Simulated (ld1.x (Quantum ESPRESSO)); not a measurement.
An all-electron radial function and its pseudo partner (O (Z = 8))

Columns: radius, all-electron u(r) and pseudo u(r) of the 2p shell (level -8.97 eV) of oxygen in the configuration [He] 2s2 2p4; PBEsol, scalar-relativistic, RRKJ scheme, ld1.x (Quantum ESPRESSO) 7.5.

```tsv
r (bohr)	all-electron	pseudo
0.085	0.0788	0.0253
0.170	0.2323	0.0980
0.255	0.3931	0.2090
0.340	0.5342	0.3449
0.425	0.6474	0.4901
0.510	0.7321	0.6289
0.595	0.7904	0.7480
0.680	0.8257	0.8382
0.765	0.8424	0.8951
0.850	0.8443	0.9191
0.935	0.8348	0.9146
1.020	0.8170	0.8886
1.105	0.7931	0.8490
1.190	0.7651	0.8030
1.275	0.7342	0.7564
1.360	0.7018	0.7124
1.445	0.6685	0.6724
1.530	0.6350	0.6359
1.615	0.6018	0.6018
1.700	0.5692	0.5692
1.785	0.5375	0.5375
1.870	0.5068	0.5068
1.955	0.4773	0.4773
2.040	0.4491	0.4491
2.125	0.4221	0.4221
2.210	0.3964	0.3964
```

(1) How many radial nodes do the two functions have?

(2) At about which radius was the pseudo-wave matched?

(3) Is the pseudo-wave norm-conserving?

## Answers

(1) The all-electron 2p function has n − l − 1 = 0; the pseudo-wave has 0.

(2) 1.70 bohr, where the columns begin to agree (steps of 0.09 bohr).

(3) Yes: the RRKJ scheme keeps the norm inside the radius equal to the all-electron one, which fixes the energy derivative of the logarithmic derivative at the level.
